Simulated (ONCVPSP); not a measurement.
# Which change was made? (Hg, ONCV)

```
Element                 : Hg
Generator               : ONCVPSP 4.0.1
Type                    : optimised norm-conserving Vanderbilt (ONCV)
Functional              : PW91
Relativity              : fully relativistic
Frozen core             : [Kr] 4d10 4f14
Valence charge          : 20
Reference configuration : 5s2 5p6 5d10 6s2
Partial waves           : 5s+6s: rc 1.75 bohr, ncon 4, nbas 8, qcut 5.6 1/bohr, 2 projectors; 5p: rc 1.50 bohr, ncon 4, nbas 8, qcut 11.1 1/bohr, 2 projectors, debl 2.2 Ha; 5d: rc 2.10 bohr, ncon 3, nbas 8, qcut 7.8 1/bohr, 2 projectors, debl 2.1 Ha; f scattering state at 0.06 Ha: rc 2.05 bohr, ncon 4, nbas 7, qcut 5.3 1/bohr, 2 projectors, debl 2.4 Ha
Local potential         : polynomial inside 1.35 bohr (lpopt 5, dvloc0 0 Ha)
Core correction         : none
```

Open shells are filled in proportion to 2j + 1.

In the p channel the program set the typed energies aside and used -2.266, 0.250 Ha (j = l + 1/2; the other j can differ).

Cutoffs, loose and tight: the cutoffs (Ha) at which the residual kinetic energy of the hardest occupied pseudo-wave falls to 1 and 0.1 mHa per electron. They do not see the model core or the augmentation charge, which bear on the density cutoff. Test errors are all-electron minus pseudo excitation energies from the reference, over the configurations 5s2 5p6 5d10 6s1; 5s2 5p6 5d10 6s0; 5s2 5p6 5d9 6s0; 5s2 5p6 5d9 6s2; variants that change the core or the reference have their own tests.

The base gives: outcome: generated, projector energies reset by the program; cutoff, loose: 36 Ha; cutoff, tight: 44 Ha; bound ghosts: none; GHOST(+) flags above zero: f7/2, p1/2, f5/2; largest test error (meV): -8.7.

After one change the result is: outcome: generated, projector energies reset by the program; cutoff, loose: 79 Ha; cutoff, tight: 97 Ha; bound ghosts: none; GHOST(+) flags above zero: s, f7/2; largest test error (meV): -3.3. Which change was it?
A. all radii scaled by about 1.19 (s 2.10, p 1.80, d 2.50, f 2.44 bohr); local potential polynomial inside 1.62 bohr (lpopt 5, dvloc0 0 Ha)
B. all radii scaled by about 0.79 (s 1.38, p 1.18, d 1.66, f 1.62 bohr); local potential polynomial inside 1.06 bohr (lpopt 5, dvloc0 0 Ha)
C. all radii scaled by about 0.92 (s 1.60, p 1.38, d 1.92, f 1.88 bohr); local potential polynomial inside 1.24 bohr (lpopt 5, dvloc0 0 Ha)

B. The others give: all radii scaled by about 1.19 (s 2.10, p 1.80, d 2.50, f 2.44 bohr); local potential polynomial inside 1.62 bohr (lpopt 5, dvloc0 0 Ha) → outcome: generated, projector energies reset by the program; cutoff, loose: 35 Ha; cutoff, tight: 42 Ha; bound ghosts: f7/2; GHOST(+) flags above zero: f5/2; largest test error (meV): +19 | all radii scaled by about 0.92 (s 1.60, p 1.38, d 1.92, f 1.88 bohr); local potential polynomial inside 1.24 bohr (lpopt 5, dvloc0 0 Ha) → outcome: generated, projector energies reset by the program; cutoff, loose: 41 Ha; cutoff, tight: 67 Ha; bound ghosts: f5/2; GHOST(+) flags above zero: s, f7/2, d3/2; largest test error (meV): -6.9.
